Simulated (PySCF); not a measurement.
Si(H)(Me)(OH)(OMe) (C2H8O2Si), SMILES C[SiH](O)OC.

Geometry: ωB97X-D3(BJ)/def2-SVP. The values are those of a single conformer.

Two levels are set side by side: TDA-PBE/def2-SVPD (PySCF) and TDA-ωB97X/def2-SVPD (PySCF). Vertical, same geometry. The lowest singlet is HOMO→LUMO 99 % with PBE and HOMO→LUMO 76 % with the other functional; states are paired by order. Differences are taken from unrounded values.

| quantity | TDA-PBE |
|---|---|
| lowest singlet excitation (eV) | 6.15 |
| lowest triplet excitation (TDA) (eV) | 6.01 |
| first bright state (f over 0.05) (eV) | 7.76 |
| its oscillator strength | 0.06 |

Question: These are the TDA-PBE values. What does TDA-ωB97X give? (Estimate from the structure and the level; the computed values follow.)

Answer: 
```tsv
quantity	TDA-ωB97X	TDA-PBE minus TDA-ωB97X
lowest singlet excitation (eV)	7.94	-1.79
lowest triplet excitation (TDA) (eV)	7.77	-1.76
first bright state (f over 0.05) (eV)	9.06	-1.30
its oscillator strength	0.10	-0.05
```

Functionals without exact exchange tend to place singlet excitations lower, as here. Differences between two approximate levels are no errors against the true value.

Rough cost on one machine, each run with all the roots and properties that it gave: TDA-ωB97X against TDA-PBE about 5 times.
